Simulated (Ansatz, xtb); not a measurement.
Reaction 4 R1 → 3 P1 + P2, each structure at its B3LYP-D3(BJ)/def2-SVP stationary point, reached from a drawn start (curvature not checked).
P1: H3O4P (SMILES O=P(O)(O)O), charge 0, multiplicity 1.
R1: H3O3P (SMILES OP(O)O), charge 0, multiplicity 1.
P2, PH3 (SMILES P) (charge 0, multiplicity 1):
```xyz
4

P      0.0000     0.0000     0.5856
H      0.0000     1.1981    -0.1952
H      1.0376    -0.5990    -0.1952
H     -1.0376    -0.5990    -0.1952
```

P less R. No zero-point or thermal terms. One arrangement of each flexible species, with no search for the lowest.

Run with Ansatz (Gaussian basis) for Hartree–Fock, density functionals and correlated methods; xtb for the GFN methods. Each number belongs to the level named beside it.

Question: One of these levels gives -7.87 kcal/mol for the reaction energy. Which one is it?
A. HF/cc-pV(D+d)Z
B. GFN1-xTB
C. SVWN5/def2-TZVPP

Answer: B, GFN1-xTB. The others give -75.97 (HF/cc-pV(D+d)Z), -64.14 (SVWN5/def2-TZVPP)

Ansatz is a quantum-chemistry and plane-wave program.
